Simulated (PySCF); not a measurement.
This PySCF input asks for the NMR shieldings of `CB(C)CBc1cccs1`, C$_{7}$H$_{12}$B$_{2}$S; the geometry comes from GFN2-xTB.

```python
import basis_set_exchange as bse
import numpy as np
from pyscf import gto, dft
from pyscf.prop import nmr

atoms = """
C    -1.808857   -1.521006    0.360312
B    -1.924667   -0.051115   -0.200363
C    -3.087769    0.903744    0.273495
C    -0.892035    0.452796   -1.289086
B     0.295623    1.154077   -0.534281
C     1.589254    0.398616   -0.222520
C     2.691934    0.842346    0.472705
C     3.724454   -0.101559    0.596561
C     3.416206   -1.282318   -0.009569
S     1.869066   -1.250745   -0.734556
H    -2.226817   -1.645102    1.357129
H    -0.785242   -1.889008    0.373527
H    -2.364528   -2.195096   -0.292987
H    -3.966544    0.725830   -0.348026
H    -3.401024    0.729270    1.300606
H    -2.844127    1.958229    0.168043
H    -0.529264   -0.387468   -1.881078
H    -1.382337    1.168811   -1.948577
H     0.204157    2.264263   -0.165566
H     2.744794    1.834984    0.884922
H     4.652635    0.080161    1.109399
H     4.014678   -2.170327   -0.072507
"""
names = dict.fromkeys(["C", "B", "S", "H"], "pcSseg-1")
basis = {el: gto.basis.parse(bse.get_basis(n, elements=[el], fmt="nwchem")) for el, n in names.items()}
mol = gto.M(atom=atoms, basis=basis, charge=0, verbose=0)
mf = dft.RKS(mol, xc="PBE0")
mf.grids.level = 2
mf.grids.alignment = dft.numint.BLKSIZE   # the property module wants whole blocks of grid points
mf.conv_tol = 1e-9
mf.kernel()

calc = nmr.RKS(mf)   # GIAO
C = mf.mo_coeff
Co = C[:, mf.mo_occ > 0]
resp = mf.gen_response(singlet=True, hermi=2)
def vind(x):   # induced exchange potential for any number of trial vectors
    d = np.einsum("pi,xij,qj->xpq", C, 2 * x.reshape(-1, C.shape[1], Co.shape[1]), Co, optimize=True)
    return np.einsum("xpq,pi,qj->xij", resp(d - d.transpose(0, 2, 1)), C, Co, optimize=True).ravel()
mo1, _ = nmr.rhf.solve_mo1(calc, with_cphf=vind)
sigma = calc.kernel(mo1)
for i, s in enumerate(sigma):   # ppm
    w = np.linalg.eigvalsh((s + s.T) / 2)
    print("%2d %-2s iso %8.1f  s11 %8.1f  s22 %8.1f  s33 %8.1f" % (i, mol.atom_pure_symbol(i), w.mean(), *w))
```

Q: What are the results?

A: 
```
 0 C  iso    170.5  s11    152.9  s22    173.9  s33    184.8
 1 B  iso     12.7  s11    -44.6  s22    -34.8  s33    117.6
 2 C  iso    169.9  s11    151.4  s22    170.9  s33    187.3
 3 C  iso    134.9  s11     70.3  s22    150.7  s33    183.7
 4 B  iso     37.2  s11    -24.4  s22     16.7  s33    119.3
 5 C  iso     25.7  s11    -50.3  s22     -3.1  s33    130.4
 6 C  iso     37.3  s11    -42.6  s22     11.9  s33    142.5
 7 C  iso     53.7  s11    -28.0  s22     40.5  s33    148.7
 8 C  iso     38.8  s11    -60.5  s22     30.4  s33    146.4
 9 S  iso    241.4  s11     91.8  s22    224.8  s33    407.5
10 H  iso     30.9  s11     27.0  s22     29.6  s33     36.2
11 H  iso     30.1  s11     24.4  s22     28.9  s33     37.1
12 H  iso     31.1  s11     26.9  s22     29.7  s33     36.7
13 H  iso     30.9  s11     27.5  s22     28.8  s33     36.4
14 H  iso     30.7  s11     27.0  s22     29.5  s33     35.7
15 H  iso     30.3  s11     26.4  s22     29.6  s33     34.7
16 H  iso     28.7  s11     25.6  s22     29.7  s33     30.7
17 H  iso     28.8  s11     26.0  s22     28.5  s33     31.8
18 H  iso     24.6  s11     20.9  s22     24.4  s33     28.5
19 H  iso     23.9  s11     20.9  s22     23.7  s33     26.9
20 H  iso     24.3  s11     21.2  s22     24.5  s33     27.2
21 H  iso     23.8  s11     21.1  s22     23.1  s33     27.1
```

These numbers come from an equivalent density-fitted implementation of the same equations, which agrees with the script to about 0.01 ppm for H and up to a few tenths of a ppm for heavy atoms, so last digits may differ.

Size and cost of the density-fitted run: 237 basis functions, 100 s wall time on 1 thread of an Arm Neoverse N1, shared host; peak memory 0.99 GiB.
